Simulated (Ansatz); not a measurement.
Isomers of CH6BGa, relaxed with PBE0-D4/def2-TZVP in Ansatz; electronic energies, one conformer each and not always the lowest. Functionals use def2-TZVPP; CBS adds triple-zeta CCSD(T) − MP2 to the MP2 limit of def2-TZVPP and def2-QZVPP.

Outer-core shells of Ga are correlated without core-valence functions. Scalar relativity is left out up to krypton. Spin–orbit coupling is left out.

Question: Order them by energy at frozen-core CCSD(T)/CBS, lowest first. (Best estimate.)
A. `B[CH2][GaH2]`
B. `C[BH][GaH2]`
C. `[BH2][GaH][CH3]`

Answer: A (0.0 kJ/mol), B (39.6 kJ/mol), C (50.7 kJ/mol).

Question: How do PBE-D4, HF/CBS(def2), B3LYP-D4, MP2/CBS(def2) place them (kJ/mol, against `B[CH2][GaH2]`)? (An estimate is asked.)

Answer: Ansatz gave: 
| isomer | PBE-D4 | HF/CBS(def2) | B3LYP-D4 | MP2/CBS(def2) |
| --- | --- | --- | --- | --- |
| `C[BH][GaH2]` | 31.1 | 36.8 | 35.4 | 47.4 |
| `[BH2][GaH][CH3]` | 52.0 | 52.5 | 53.5 | 56.5 |

B3LYP here is the variant with VWN-RPA as its local correlation; programs differ in this.
